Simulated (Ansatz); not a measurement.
BiH₂Cl⁺. Charge 1, multiplicity 2. Geometry PBE0-D4/def2-TZVP, that of the neutral singlet; atoms count from 1.

```xyz
4

Bi   -0.4624   -0.3461    0.6098
H     0.0651   -1.3594   -0.7706
H     1.2483    0.0728    0.9393
Cl   -0.8510    1.6326   -0.7785
```

In the def2 sets Bi takes a core potential; there is no spin–orbit coupling.

(1) Estimate the Mulliken populations from the PBE0/def2-TZVP orbitals of Ansatz.

(2) Where does the spin sit?

(3) And the Mayer bond orders between bonded heavy atoms (over 0.3)?

## Answers

(1) 
```csv
atom,charge (e),spin (α − β)
Bi1,0.74,0.28
H2,0.13,0.15
H3,0.13,0.15
Cl4,-0.01,0.42
```
Mulliken values and Mayer orders depend strongly on the basis.

(2) Summed by element: Bi 0.28, H 0.31, Cl 0.42, of 1 unpaired in all. Largest on single atoms: Cl4 0.42, Bi1 0.28, H2 0.15.

(3) Bi1–Cl4 1.22 (2.45 Å).
